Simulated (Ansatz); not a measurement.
Stepwise reaction of `[F][Sn]([Cl])([Cl])[Br]` with hydrogen fluoride, as a gas-phase model of exchange steps in deposition or etching. ΔE in kJ/mol; ΔG adds harmonic PBE0-D4 terms to CCSD(T)/CBS, at 1 bar.

Isolated molecules relaxed with PBE0-D4/def2-TZVP in Ansatz; ΔE leaves out vibrations. CCSD(T)/CBS adds triple-zeta CCSD(T) − MP2 to the extrapolated MP2 energy (def2 sets, frozen cores). This one scheme is used for every species. DFT in def2-TZVPP. B3LYP here is the variant with VWN-RPA as its local correlation; programs differ in this. def2 core potentials past Kr. For Br, Sn outer-core shells are correlated without core-valence functions, which leaves a few kJ/mol of doubt a bond. Scalar relativity is left out up to krypton.

| step | reaction | PBE-D4 | B3LYP-D4 | ωB97M-V | CCSD(T)/CBS | ΔG(400 K) |
| --- | --- | --- | --- | --- | --- | --- |
| 2 | `[F][Sn]([F])([Cl])[Br]` + H–F → `[F][Sn]([F])([F])[Br]` + HCl | 38.1 | 38.4 | 37.7 | 41.7 | 38.9 |

Problem. Give the row of step 1, `[F][Sn]([Cl])([Cl])[Br]` + H–F → `[F][Sn]([F])([Cl])[Br]` + HCl. (Best estimate.)

Solution. The calculation gave: 
```
step                                                          reaction  PBE-D4  B3LYP-D4  ωB97M-V  CCSD(T)/CBS  ΔG(400 K)
   1  `[F][Sn]([Cl])([Cl])[Br]` + H–F → `[F][Sn]([F])([Cl])[Br]` + HCl    35.8      36.1     35.4         40.0       33.4
```

Problem. By hand: ΔE of the 2 steps together at CCSD(T)/CBS.

Solution. (40.0) + (41.7) = 81.7 kJ/mol, or 40.9 kJ/mol a step.

In ΔE the steps differ by no more than 1.7 kJ/mol. All are uphill at CCSD(T)/CBS. ΔG lies between 33.4 and 38.9 kJ/mol a step. PBE-D4 differs from CCSD(T)/CBS by -4.2 to -3.6 kJ/mol a step. Isolated molecules leave out the surface, adducts and barriers. Largest T1 diagnostic: 0.013.
